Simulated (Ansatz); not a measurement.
Consider the isomerisation: `CO[SiH]F`• → `C[SiH]([O])F`•.

Gas-phase electronic energies from Ansatz, PBE0-D4/def2-TZVP geometries. CBS: MP2 limit from def2 TZ/QZ plus the TZ coupled-cluster correction, frozen cores. This one scheme is used for every species. DFT in def2-TZVPP. HSE06 is defined as in plane-wave codes. No spin–orbit coupling; open shells (•) take unrestricted orbitals. Each species was taken in one conformer, which may not be the lowest.

(1) Is it downhill or uphill in electronic energy at CCSD(T)/CBS, and by how much? (Best estimate.)

(2) What do these levels give: ωB97M-V, revPBE, PBE0, r2SCAN0, HSE06, MP2/def2-QZVPP? (Best estimate.)

Largest T1 diagnostic among the species: 0.017.

## Answers

(1) Ansatz gave: Nearly level: ΔE = +2.2 kJ/mol.

(2) The calculation gave: ωB97M-V -9.2, revPBE -0.9, PBE0 -0.2, r2SCAN0 -11.1, HSE06 0.1, MP2/def2-QZVPP 27.9 kJ/mol.

Leaving LDA and LC-ωPBE aside and taking each functional with its dispersion term where it has one, the values, not all of them listed here, spread over 25.6 kJ/mol, from B97M-V to PBE-D4. LDA lies +21.0 kJ/mol from PBE without D4. From BLYP to BHLYP (50 % exact exchange), in def2-TZVPP and without D4, ΔE moves by −15.9 kJ/mol.
